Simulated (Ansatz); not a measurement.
`OBO[SiH2][SiH3]` + `[F][AlH2]` → `O[BH][AlH][F]` + `O[SiH2][SiH3]`  (formal exchange of groups at a B–O bond)

Calculated with Ansatz (gas phase, PBE0-D4/def2-TZVP geometries, no zero-point term in ΔE). CCSD(T)/CBS adds triple-zeta CCSD(T) − MP2 to the extrapolated MP2 energy (def2 sets, frozen cores). This one scheme is used for every species. One conformer a species, not always the lowest.

`OBO[SiH2][SiH3]`:

Cartesian coordinates in Å:
```
O 1.232 2.723 -0.949
B 0.614 1.629 -0.447
O 0.945 0.385 -0.889
Si 0.384 -1.121 -0.483
Si -1.287 -1.053 1.162
H 1.890 2.496 -1.615
H -0.226 1.798 0.392
H -0.139 -1.755 -1.722
H 1.543 -1.921 -0.007
H -0.777 -0.448 2.422
H -2.469 -0.281 0.696
H -1.710 -2.453 1.441
```

`[F][AlH2]`:

```xyz
4

F     1.039    0.373   -1.151
Al   -0.036   -0.013    0.040
H     0.313    0.465    1.500
H    -1.316   -0.825   -0.389
```

`O[BH][AlH][F]`:

```xyz
7

O    -0.190    1.686    0.312
B     0.494    0.516    0.297
Al   -0.532   -1.241   -0.389
F    -0.065   -1.866   -1.854
H     0.327    2.436    0.623
H     1.644    0.529    0.670
H    -1.679   -2.061    0.341
```

`O[SiH2][SiH3]`:

```xyz
9

O    -0.252   -1.795   -1.003
Si   -0.297   -0.142   -0.971
Si    0.160    0.726    1.161
H     0.565   -2.222   -0.743
H     0.677    0.445   -1.939
H    -1.669    0.225   -1.402
H     0.160    2.214    1.117
H     1.504    0.273    1.621
H    -0.848    0.275    2.159
```

| species | HF/def2-QZVPP energy (Eh) |
| --- | --- |
| `OBO[SiH2][SiH3]` | -756.62426 |
| `[F][AlH2]` | -342.64961 |
| `O[BH][AlH][F]` | -442.86290 |
| `O[SiH2][SiH3]` | -656.33608 |

(1) Work out ΔE.

Largest T1 diagnostic among the species: 0.014.

## Answers

(1) ΔE = (-442.86290) + (-656.33608) − (-756.62426) − (-342.64961) = 0.07489 Eh = +196.6 kJ/mol. CCSD(T)/CBS gives +179.7 kJ/mol.

At CCSD(T), def2-SVP lies +20.5 kJ/mol from the extrapolated value and def2-TZVPP +2.1 kJ/mol. The D4 term adds +4.8 kJ/mol with B3LYP and +2.8 kJ/mol with PBE0; it sums over pairs of atoms, weighted by their polarisabilities, and B3LYP, whose exchange is more repulsive, gets the larger term.

B3LYP here is the variant with VWN-RPA as its local correlation; programs differ in this.
